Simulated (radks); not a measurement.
Species: Si4+. Configuration: [Ne].

Calculated with a radial shooting solver on a logarithmic mesh with Libxc functionals: non-relativistic Kohn-Sham, BLYP, spin-polarised, spherical densities, point nucleus.

Energy parts (eV):
total: -7771.211
kinetic: 7761.490
electron-nucleus: -17974.004
Hartree: 2974.269
exchange-correlation: -532.966

Orbitals (lengths in bohr, moments of r in powers of bohr; r(max) is where P^2 peaks):
| orbital | occ. | eigenvalue (eV) | <r> | r(max) |
|---|---|---|---|---|
| 1s | 2 | -1837.578 | 0.1116 | 0.07296 |
| 2s | 2 | -191.4974 | 0.5665 | 0.4549 |
| 2p | 6 | -148.5756 | 0.5317 | 0.3859 |

The highest occupied level is 2p at -148.58 eV. Virial ratio -V/T = 2.00125. For comparison, the ionisation energy in NIST's Atomic Spectra Database is 166.77 eV (measured). In exact Kohn-Sham theory the highest level is minus the ionisation energy, but local and semilocal functionals leave it too shallow, through self-interaction and a potential that decays too fast; potentials with the right tail come closer.
